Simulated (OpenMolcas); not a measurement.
**Co5+: effect of correlating more closed shells**

- Program: OpenMolcas
- Basis: ANO-RCC-VQZP [7s6p4d3f2g1h]
- Scalar Hamiltonian: DKH2, point nucleus
- Active space: 4 electrons in 5 orbitals (3d)
- State averaging: 2S+1 = 5 even, 5 roots; 2S+1 = 3 even, 45 roots; 2S+1 = 1 even, 50 roots
- Spin-orbit coupling: state interaction with AMFI integrals over the reference wave functions, term energies averaged over their components

Methods on the same reference wave functions:
A. CASSCF
B. MS-CASPT2, IPEA 0.25 Eh, imaginary shift 0.1 Eh (closed shells correlated: 3s 3p)
C. MS-CASPT2, IPEA 0.25 Eh, imaginary shift 0.1 Eh (closed shells correlated: 2s 2p 3s 3p)

Energies in cm⁻¹ above 3d⁴ ⁵D₀, the measured ground level; measured values from Sugar and Corliss, J. Phys. Chem. Ref. Data 10, 1097 (1981).

```
     Level      A      B      C  Measured
   3d⁴ ⁵D₀    0.0    0.0    0.0       0.0
   3d⁴ ⁵D₁    206    211    211       204
   3d⁴ ⁵D₂    604    614    614       589
   3d⁴ ⁵D₃   1172   1184   1184      1125
   3d⁴ ⁵D₄   1885   1893   1893      1782
   3d⁴ ³H₄  30467  28690  28790     28377
   3d⁴ ³H₅  30906  29160  29260     28806
   3d⁴ ³H₆  31381  29660  29760     29234
3d⁴ ³P₀(1)  32320  27480  27440     27166
3d⁴ ³P₁(1)  33534  28730  28700     28462
3d⁴ ³F₂(1)  35150  30960  30960     30555
3d⁴ ³F₃(1)  35225  31060  31060     30635
3d⁴ ³F₄(1)  35430  31280  31280     30817
3d⁴ ³P₂(1)  35617  30810  30780     30506
   3d⁴ ³G₃  38484  34590  34610     34026
   3d⁴ ³G₄  38987  35100  35120     34475
   3d⁴ ³G₅  39356  35520  35540     34855
   3d⁴ ¹I₆  46007  43590  43740     42800
3d⁴ ¹G₄(1)  48658  43020  43030     41926
   3d⁴ ³D₃  49530  42580  42490     41676
   3d⁴ ³D₂  49685  42750  42660     41856
   3d⁴ ³D₁  49891  42940  42850     42098
3d⁴ ¹S₀(1)  56337  46420  46270     45372
3d⁴ ¹D₂(1)  60085  54220  54200     52740
```

Deviations, from unrounded energies. A percentage is the sum of absolute deviations over the sum of measured energies, with the sign that they share, or ± where signs differ.

| Against measurement | Levels | A | B | C |
| --- | --- | --- | --- | --- |
| mean absolute deviation (cm-1) | 23 | 4400 | 540 | 540 |
| fine structure of the ground term (%) | 4 | +4.5 | +5.5 | +5.5 |
| other terms of the ground configuration (%) | 19 | +14.9 | +1.8 | +1.8 |

B, C lie about equally close to measurement and A furthest from it. The largest miss of C in the table is 3d⁴ ¹D₂(1), by +1500 cm-1. The ranking rests on the paired levels alone, and a cruder setting can come out closer through cancelling errors.

Between B and C the level of the table that moves most is 3d⁴ ¹I₆, by 140 cm-1 (lowest in B, highest in C). Moves below CASPT2's spread within the term are not significant.

The two smallest mean deviations differ by little beside CASPT2's spread within terms, so their order carries little weight.

From A to B the spin-free energies of the other terms of 3d⁴ shown, above ⁵D, scale by factors of 0.82 to 0.95, as is usual when dynamic correlation screens the repulsion within a d or f shell.

The lowest spin-free term lies below A's lowest term by 0.388 hartree in B, 0.450 hartree in C.

What an inner shell adds also hangs on whether the basis holds functions to correlate it.

CASPT2 does not keep the components of a term degenerate, so their means are used; among the terms shown or strongly mixed into the levels shown the widest spread is 1200 cm-1 (3d⁴ ¹I, C). Without dynamic correlation excited terms often stand tens of per cent too high (terms of higher spin than the ground term too low), and those without a measured partner can miss by more than the paired ones (holds for A). The CASPT2 spread within a term exceeds the gap to the next term for 3d⁴ ³D and 3d⁴ ¹G(1), 3d⁴ ¹G(1) and 3d⁴ ¹I, so the order of their levels is uncertain (holds for B; C). Measured partners are found by configuration, term and J. A level has none where our copy of the source lacks it or the pairing is in doubt (some pairs that miss far off the trend of their configuration count as doubtful), and it then counts in no deviation. Only configurations of the active space appear. Levels that lie high or do not pair safely by name in every column are left out.

A number in round brackets counts repeated terms of one configuration in the order of the reference energies.
